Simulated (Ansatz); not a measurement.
`N#CC(N)(F)[SiH3]` and `NC(F)([SiH3])BO` differ in one atom or group.

Ansatz, PBE0-D4/def2-TZVP geometries, multiplicity 1. Each molecule was computed in one conformer, which needn't be the lowest.

```
                                          property  `N#CC(N)(F)[SiH3]`
size of the dipole moment (ωB97M-V/def2-TZVPP) / D                3.89
               HOMO energy (B3LYP/def2-TZVPP) / eV               -8.42
             LUMO energy (ωB97M-V/def2-TZVPP) / eV                1.35
             HOMO energy (ωB97M-V/def2-TZVPP) / eV              -11.00
                 LUMO energy (PBE/def2-TZVPP) / eV               -1.43
                LUMO energy (PBE0/def2-TZVPP) / eV               -0.46
```

Task: What does the change do to each property? (Best estimate.)

Result: Ansatz gave: 
| property | `NC(F)([SiH3])BO` | shift |
| --- | --- | --- |
| size of the dipole moment (ωB97M-V/def2-TZVPP) / D | 1.96 | -1.93 |
| HOMO energy (B3LYP/def2-TZVPP) / eV | -7.48 | 0.94 |
| LUMO energy (ωB97M-V/def2-TZVPP) / eV | 1.11 | -0.24 |
| HOMO energy (ωB97M-V/def2-TZVPP) / eV | -10.01 | 0.99 |
| LUMO energy (PBE/def2-TZVPP) / eV | -1.68 | -0.25 |
| LUMO energy (PBE0/def2-TZVPP) / eV | -0.75 | -0.29 |

With PBE0 the HOMO rises by 0.96 eV and the LUMO falls by 0.29 eV, so the gap narrows by about 1.25 eV. PBE moves the HOMO by 0.91 eV and ωB97M-V by 0.99 eV. Dipoles are sizes alone; their direction can turn.

B3LYP here is the variant with VWN-RPA as its local correlation; programs differ in this.
